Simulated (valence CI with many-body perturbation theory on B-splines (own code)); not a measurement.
## E1 line list for Ca6+

Level of theory: valence CI with perturbative core correlation (CI+MBPT): four valence electrons over a frozen Dirac-Fock core [Ne], radial functions for each j: 11 s, 11 p, 10 d, 8 f, 5 g, 2 h, with the one-electron correlation potential Σ1 (screened to all orders), the two-electron term Σ2, the three-electron term Σ3, Breit, model QED; selected single and double excitations, second order for the rest, scaled by the run's own slope (own B-spline code, finite nucleus).

Against 21 measured levels this calculation errs by 125 cm⁻¹ on average and by 402 at most. These come from a selection out of Sugar and Corliss, J. Phys. Chem. Ref. Data 8, 865 (1979). Levels without a partner in it may be off by more. Among the levels kept, up to 650 cm⁻¹ of a level comes from second order outside the variational space, and about a tenth of that is noise between levels of different J, which matters for small intervals.

Lines 51 to 100 of 571 in falling wavelength, among levels below 659300 cm⁻¹, chosen from the strongest by gf and those to the six lowest levels. Wavelengths and rates use the calculated energies, so an error of 100 cm⁻¹ moves a line at 72.21 nm by 0.072 % and its rate by three times that or more. Electric multipoles are in the length gauge, E1 and E2 with the static RPA response of the core. Weak lines are less certain than strong ones. Lines between different terms over intervals too small for the method are left out, as are lines whose strength nearly cancels. Where a level lies close to another of its J and parity, the split of strength between their lines is uncertain. The highest levels of a list are the least certain.

Names give the largest LS component (configuration and term), which can be under half, so a name can repeat, a term be missing and a line seem to break the LS rules; names also repeat where a configuration has a term twice. Letters in brackets count levels of one name in rising energy.

```tsv
λ vac (nm)	λ from measured levels	Upper	Lower	A (s⁻¹)	S (a.u.) with core polarisation	S without
102.5		3s2.3p.4d 1P°_1	3s2.3p.4p 3D_1	2.20e+08	3.50e-01	3.51e-01
99.66		3p4 3P_2	3s.3p3 3S°_1	1.47e+08	3.59e-01	3.77e-01
98.26		3s2.3p.4d 1P°_1	3s2.3p.4p 1P_1	7.33e+08	1.03e+00	1.03e+00
94.25		3p3.3d 3G°_5	3s.3p2.3d 3F_4 [c]	2.86e+08	1.30e+00	1.36e+00
94.07		3p3.3d 3G°_4	3s.3p2.3d 3F_3 [c]	2.57e+08	9.50e-01	9.97e-01
93.90		3p3.3d 3G°_3	3s.3p2.3d 3F_2 [c]	2.49e+08	7.13e-01	7.48e-01
93.09		3s2.3p.4d 1D°_2	3s.3p2.3d 1P_1 [b]	1.66e+08	3.31e-01	3.32e-01
87.54		3p3.3d 3F°_3 [a]	3s.3p2.3d 3D_2 [b]	1.36e+08	3.16e-01	3.31e-01
87.50		3p3.3d 3F°_4 [a]	3s.3p2.3d 3D_3 [b]	1.65e+08	4.91e-01	5.14e-01
86.57		3p3.3d 3F°_4 [a]	3s.3p2.3d 3F_4 [b]	1.72e+08	4.95e-01	5.19e-01
86.09		3p3.3d 3F°_3 [a]	3s.3p2.3d 3F_3 [b]	1.99e+08	4.38e-01	4.60e-01
85.77		3p3.3d 3F°_2 [a]	3s.3p2.3d 3F_2 [b]	2.31e+08	3.60e-01	3.78e-01
79.30		3p3.3d 3F°_2 [b]	3s.3p2.3d 3D_1 [d]	2.50e+08	3.08e-01	3.24e-01
78.90		3p3.3d 3F°_3 [b]	3s.3p2.3d 3D_2 [d]	2.93e+08	4.98e-01	5.23e-01
78.21		3p3.3d 3F°_4 [b]	3s.3p2.3d 3D_3 [d]	3.59e+08	7.63e-01	8.01e-01
76.62		3p3.3d 3G°_5	3s.3p2.3d 3F_4 [b]	1.70e+08	4.16e-01	4.33e-01
75.91		3p3.3d 3G°_4	3s.3p2.3d 3F_3 [b]	1.77e+08	3.44e-01	3.58e-01
75.45		3p3.3d 3G°_3	3s.3p2.3d 3F_2 [b]	1.86e+08	2.76e-01	2.88e-01
72.86		3p3.3d 3D°_3 [a]	3s.3p2.3d 3D_3 [a]	2.28e+08	3.05e-01	3.20e-01
72.21	72.12	3s.3p3 3D°_3	3s2.3p2 1D_2	3.98e+06	5.17e-03	5.42e-03
70.08		3p3.3d 3D°_2 [b]	3s.3p2.3d 3F_3 [c]	3.86e+08	3.28e-01	3.41e-01
69.95		3p3.3d 1D°_2	3s.3p2.3d 1P_1 [a]	3.76e+08	3.18e-01	3.32e-01
69.58		3p3.3d 3D°_3 [b]	3s.3p2.3d 3F_4 [c]	3.84e+08	4.47e-01	4.63e-01
69.26		3s.3p2.3d 3D_3 [a]	3s2.3p.3d 3D°_3	2.17e+08	2.49e-01	2.61e-01
68.76		3p3.3d 3F°_4 [b]	3s.3p2.3d 3F_4 [c]	3.13e+08	4.51e-01	4.72e-01
68.49		3p3.3d 3F°_3 [b]	3s.3p2.3d 3F_3 [c]	2.15e+08	2.39e-01	2.49e-01
67.64		3p3.3d 3P°_1 [a]	3s.3p2.3d 3D_2 [c]	5.27e+08	2.42e-01	2.53e-01
67.54		3p3.3d 3D°_3 [b]	3s.3p2.3d 3D_3 [c]	2.59e+08	2.75e-01	2.89e-01
67.00		3p3.3d 3P°_2 [a]	3s.3p2.3d 3D_3 [c]	4.96e+08	3.68e-01	3.84e-01
66.56		3p3.3d 1F°_3	3s.3p2.3d 1D_2 [b]	6.87e+08	7.00e-01	7.31e-01
65.50		3p4 1D_2	3s.3p3 1D°_2	1.70e+09	1.18e+00	1.24e+00
65.39		3p4 1S_0	3s.3p3 1P°_1	2.82e+09	3.90e-01	4.08e-01
65.03		3p3.3d 3P°_2 [b]	3s.3p2.3d 3D_3 [c]	4.15e+08	2.82e-01	2.96e-01
64.09	64.07	3s.3p3 3D°_1	3s2.3p2 3P_2	6.51e+06	2.54e-03	2.66e-03
64.06	64.04	3s.3p3 3D°_2	3s2.3p2 3P_2	7.06e+07	4.58e-02	4.80e-02
64.06		3p3.3d 3P°_2 [a]	3s.3p2.3d 3S_1	4.40e+08	2.86e-01	3.00e-01
63.94	63.91	3s.3p3 3D°_3	3s2.3p2 3P_2	4.73e+08	4.27e-01	4.47e-01
63.84		3s.3p2.3d 1F_3 [a]	3s2.3p.3d 1D°_2	5.95e+08	5.35e-01	5.61e-01
63.32		3p3.3d 3D°_2 [a]	3s.3p2.3d 3P_1 [a]	5.10e+08	3.19e-01	3.34e-01
63.10	63.08	3s.3p3 3D°_1	3s2.3p2 3P_1	1.74e+08	6.47e-02	6.78e-02
63.07	63.05	3s.3p3 3D°_2	3s2.3p2 3P_1	4.27e+08	2.65e-01	2.77e-01
62.80		3p3.3d 3G°_3	3s.3p2.3d 3G_3	9.28e+08	7.94e-01	8.32e-01
62.77		3p3.3d 3G°_4	3s.3p2.3d 3G_4	9.01e+08	9.90e-01	1.04e+00
62.73		3p3.3d 3G°_5	3s.3p2.3d 3G_5	1.02e+09	1.37e+00	1.43e+00
62.62		3p3.3d 1D°_2	3s.3p2.3d 1F_3 [a]	1.64e+09	9.92e-01	1.03e+00
62.50		3s.3p2.3d 1F_3 [a]	3s2.3p.3d 3P°_2	2.61e+08	2.20e-01	2.30e-01
62.48		3p3.3d 3D°_3 [a]	3s.3p2.3d 3P_2 [a]	7.25e+08	6.11e-01	6.39e-01
62.46	62.44	3s.3p3 3D°_1	3s2.3p2 3P_0	3.29e+08	1.19e-01	1.24e-01
61.58		3p3.3d 1G°_4	3s.3p2.3d 1F_3 [a]	2.38e+09	2.47e+00	2.58e+00
61.17	61.15	3s.3p3 3P°_1	3s2.3p2 1D_2	4.14e+06	1.40e-03	1.47e-03
```
